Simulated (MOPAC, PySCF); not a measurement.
H3BO3, SMILES `OB(O)O`, neutral singlet in the gas phase. 

Cartesian coordinates (Å):
```xyz
7

O     -0.8196    -1.1431    -0.0224
B      0.1445    -0.1744    -0.0339
O     -0.0823     1.1735     0.1272
O      1.4243    -0.5951    -0.2206
H     -1.7137    -0.8296     0.1101
H     -0.9955     1.4302     0.2561
H      2.0422     0.1384    -0.2165
```
Charge 0, spin multiplicity 1.

All levels are single points at this geometry (PBE0-D4/def2-TZVP); Pople sets use spherical d functions. Orbital energies aren't observables, and empty levels follow the basis.

```json
[
 {"level": "B3LYP-D3(BJ)/def2-TZVP in PySCF", "HOMO (eV)": "-8.90", "LUMO (eV)": "-0.28", "gap (eV)": "8.62", "dipole (D)": "3.04", "vertical IE, Delta-SCF (eV)": "11.80"},
 {"level": "PBE-D3(BJ)/def2-TZVP in PySCF", "HOMO (eV)": "-7.42", "LUMO (eV)": "-0.72", "gap (eV)": "6.70", "dipole (D)": "2.93", "vertical IE, Delta-SCF (eV)": "–"},
 {"level": "PBE0-D4/def2-TZVP in PySCF", "HOMO (eV)": "-9.18", "LUMO (eV)": "0.14", "gap (eV)": "9.31", "dipole (D)": "3.03", "vertical IE, Delta-SCF (eV)": "11.80"},
 {"level": "B3LYP/3-21G in PySCF", "HOMO (eV)": "-7.81", "LUMO (eV)": "1.64", "gap (eV)": "9.46", "dipole (D)": "3.58", "vertical IE, Delta-SCF (eV)": "–"},
 {"level": "B3LYP/6-311+G** in PySCF", "HOMO (eV)": "-8.99", "LUMO (eV)": "-0.91", "gap (eV)": "8.08", "dipole (D)": "3.17", "vertical IE, Delta-SCF (eV)": "–"},
 {"level": "BP86/6-31G* in PySCF", "HOMO (eV)": "-6.92", "LUMO (eV)": "0.58", "gap (eV)": "7.50", "dipole (D)": "3.07", "vertical IE, Delta-SCF (eV)": "–"},
 {"level": "M06-2X/6-31G* in PySCF", "HOMO (eV)": "-10.42", "LUMO (eV)": "2.40", "gap (eV)": "12.81", "dipole (D)": "3.25", "vertical IE, Delta-SCF (eV)": "–"},
 {"level": "PBE/6-31G* in PySCF", "HOMO (eV)": "-6.80", "LUMO (eV)": "0.51", "gap (eV)": "7.31", "dipole (D)": "3.04", "vertical IE, Delta-SCF (eV)": "–"},
 {"level": "SVWN5/6-31G* in PySCF", "HOMO (eV)": "-6.94", "LUMO (eV)": "0.33", "gap (eV)": "7.27", "dipole (D)": "3.16", "vertical IE, Delta-SCF (eV)": "–"},
 {"level": "HF/3-21G in PySCF", "HOMO (eV)": "-13.04", "LUMO (eV)": "5.95", "gap (eV)": "18.98", "dipole (D)": "3.94", "vertical IE, Delta-SCF (eV)": "–"},
 {"level": "HF/STO-3G in PySCF", "HOMO (eV)": "-10.04", "LUMO (eV)": "10.86", "gap (eV)": "20.89", "dipole (D)": "2.67", "vertical IE, Delta-SCF (eV)": "–"},
 {"level": "AM1 in MOPAC", "HOMO (eV)": "-12.57", "LUMO (eV)": "1.89", "gap (eV)": "14.46", "dipole (D)": "2.71", "vertical IE, Delta-SCF (eV)": "–"},
 {"level": "PM6 in MOPAC", "HOMO (eV)": "-12.13", "LUMO (eV)": "1.25", "gap (eV)": "13.39", "dipole (D)": "3.03", "vertical IE, Delta-SCF (eV)": "–"}
]
```
